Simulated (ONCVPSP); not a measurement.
**u(r) = r·R(r): atom against pseudo-atom (nickel)**

Columns: radius, all-electron u(r) and pseudo u(r) of the 3d shell (level -8.87 eV) of nickel in the configuration [Ne] 3s2 3p6 3d8 4s2; PBE, scalar-relativistic, ONCV scheme, ONCVPSP 4.0.1.

| r (bohr) | all-electron | pseudo |
| --- | --- | --- |
| 0.065 | 0.0347 | 0.0056 |
| 0.130 | 0.1641 | 0.0419 |
| 0.195 | 0.3459 | 0.1292 |
| 0.260 | 0.5305 | 0.2710 |
| 0.325 | 0.6894 | 0.4530 |
| 0.390 | 0.8123 | 0.6487 |
| 0.455 | 0.8988 | 0.8282 |
| 0.520 | 0.9520 | 0.9670 |
| 0.585 | 0.9773 | 1.0519 |
| 0.650 | 0.9811 | 1.0827 |
| 0.715 | 0.9688 | 1.0696 |
| 0.780 | 0.9453 | 1.0273 |
| 0.845 | 0.9143 | 0.9711 |
| 0.910 | 0.8785 | 0.9122 |
| 0.975 | 0.8399 | 0.8568 |
| 1.040 | 0.8001 | 0.8070 |
| 1.105 | 0.7601 | 0.7622 |
| 1.170 | 0.7206 | 0.7210 |
| 1.235 | 0.6821 | 0.6822 |
| 1.300 | 0.6450 | 0.6450 |
| 1.365 | 0.6094 | 0.6094 |
| 1.430 | 0.5754 | 0.5754 |
| 1.495 | 0.5431 | 0.5431 |
| 1.560 | 0.5125 | 0.5125 |
| 1.625 | 0.4836 | 0.4836 |
| 1.690 | 0.4563 | 0.4563 |

Q: How many radial nodes do the two functions have?

A: The all-electron 3d function has n − l − 1 = 0; the pseudo-wave has 0.

Q: At about which radius was the pseudo-wave matched?

A: 1.30 bohr. The columns agree to 0.0005 from 1.17 bohr on; several derivatives are matched, so the curves merge somewhat inside the radius.

Q: Where does each function peak?

A: Outermost all-electron maximum near 0.65 bohr, pseudo maximum near 0.65 bohr (to the table’s step).

Q: Is the pseudo-wave norm-conserving?

A: Yes: the ONCV scheme keeps the norm inside the radius equal to the all-electron one, which fixes the energy derivative of the logarithmic derivative at the level.
